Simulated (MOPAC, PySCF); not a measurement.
C3H6OSi, SMILES `C=[SiH]C(C)=O` (C–Si–C–O torsion 0°), neutral singlet in the gas phase. 

Cartesian coordinates (Å):
SMILES: C=[SiH]C(C)=O
```xyz
11

C      2.3633    -0.6440     0.3139
Si     0.8840    -0.4346    -0.4994
C     -0.6085     0.3661     0.4128
C     -1.9052     0.5404    -0.3245
O     -0.4597     0.7083     1.5606
H      2.4794    -0.3312     1.3455
H      3.2349    -1.0887    -0.1513
H      0.6726    -0.8450    -1.9093
H     -1.7451     1.1559    -1.2155
H     -2.2655    -0.4318    -0.6757
H     -2.6501     1.0045     0.3222
```
Charge 0, spin multiplicity 1.

All levels are single points at this geometry (PBE0-D3(BJ)/def2-TZVP); Pople sets use spherical d functions. Orbital energies aren't observables, and empty levels follow the basis.

B3LYP/3-21G in PySCF gives dipole (D) = 2.15.

Problem. Estimate the dipole (D) from each of these levels: PBE-D3(BJ)/def2-TZVP in PySCF; PBE0-D3(BJ)/def2-TZVP in PySCF; ωB97X-D3(BJ)/def2-TZVP in PySCF; B3LYP/6-31G* in PySCF; B3LYP/LANL2DZ in PySCF; BP86/6-31G* in PySCF; M06-2X/6-31G* in PySCF; PBE/6-31G* in PySCF; SVWN5/6-31G* in PySCF; HF/3-21G in PySCF; HF/STO-3G in PySCF; PM7 in MOPAC.

Solution. 
| level | dipole (D) |
|---|---|
| PBE-D3(BJ)/def2-TZVP in PySCF | 2.54 |
| PBE0-D3(BJ)/def2-TZVP in PySCF | 2.79 |
| ωB97X-D3(BJ)/def2-TZVP in PySCF | 2.98 |
| B3LYP/6-31G* in PySCF | 2.36 |
| B3LYP/LANL2DZ in PySCF | 2.77 |
| BP86/6-31G* in PySCF | 2.17 |
| M06-2X/6-31G* in PySCF | 2.50 |
| PBE/6-31G* in PySCF | 2.15 |
| SVWN5/6-31G* in PySCF | 2.23 |
| HF/3-21G in PySCF | 2.76 |
| HF/STO-3G in PySCF | 2.42 |
| PM7 in MOPAC | 2.33 |
